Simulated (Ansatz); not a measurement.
Program: Ansatz. Geometries: PBE0-D4/def2-TZVP. ΔE: electronic, gas phase. CCSD(T)/CBS adds triple-zeta CCSD(T) − MP2 to the extrapolated MP2 energy (def2 sets, frozen cores). This one scheme is used for every species. DFT in def2-TZVPP. B3LYP here is the variant with VWN-RPA as its local correlation; programs differ in this. Each species was taken in one conformer, which may not be the lowest.

Reaction (ligand exchange at the Si–O bond): `O[SiH](O)F` + CH₃SH → `CS[SiH](O)F` + H₂O

`O[SiH](O)F`:

Z-matrix (Å, degrees):
```
Si
O 1 1.619
F 1 1.595 2 111.7
O 1 1.630 2 108.7 3 118.8
H 1 1.469 2 107.5 3 -117.0
H 2 0.959 1 118.7 3 -79.5
H 4 0.958 1 118.6 2 -158.0
```

CH₃SH:

Z-matrix (Å, degrees):
```
C
S 1 1.806
H 1 1.089 2 111.5
H 1 1.089 2 111.5 3 -123.8
H 1 1.090 2 106.2 3 118.1
H 2 1.342 1 97.1 3 61.9
```

`CS[SiH](O)F`:

Cartesian coordinates in Å:
```
C -0.457 -1.731 -0.336
S -0.435 -0.116 -1.174
Si 0.140 1.114 0.442
O 0.566 2.575 -0.129
F 1.351 0.398 1.199
H -0.718 -2.468 -1.095
H -1.212 -1.754 0.450
H 0.522 -1.967 0.075
H -0.903 1.333 1.459
H 1.146 2.616 -0.892
```

H₂O:

Z-matrix (Å, degrees):
```
O
H 1 0.960
H 1 0.960 2 105.1
```

| level | ΔE (kcal/mol) | difference from CCSD(T)/CBS |
| --- | --- | --- |
| r2SCAN-D4 | 12.6 | 0.1 |
| B3LYP-D4 | 13.0 | 0.5 |
| ωB97X-V | 13.2 | 0.7 |
| ωB97M-V | 13.3 | 0.8 |
| B2PLYP | 14.7 | 2.2 |
| PBE | 11.1 | -1.4 |
| r2SCAN | 12.9 | 0.4 |
| B3LYP | 15.2 | 2.7 |
| HF/def2-TZVPP | 18.7 | 6.2 |
| MP2/def2-TZVPP | 13.0 | 0.5 |
| SCS-MP2/def2-TZVPP | 14.4 | 1.9 |
| CCSD/def2-TZVPP | 14.9 | 2.4 |
| CCSD(T)/def2-TZVPP | 13.9 | 1.4 |
| HF/def2-QZVPP | 18.9 | 6.4 |
| SCS-MP2/def2-QZVPP | 13.7 | 1.2 |
| MP2/CBS(def2) | 11.7 | -0.8 |
| CCSD(T)/CBS | 12.5 | 0 |

Largest T1 diagnostic among the species: 0.011.

From PBE to PBE0 (25 % exact exchange), in def2-TZVPP and without D4, ΔE moves by +1.0 kcal/mol. The D4 term adds −2.1 kcal/mol with B3LYP and −1.2 kcal/mol with PBE0; it sums over pairs of atoms, weighted by their polarisabilities, and B3LYP, whose exchange is more repulsive, gets the larger term.
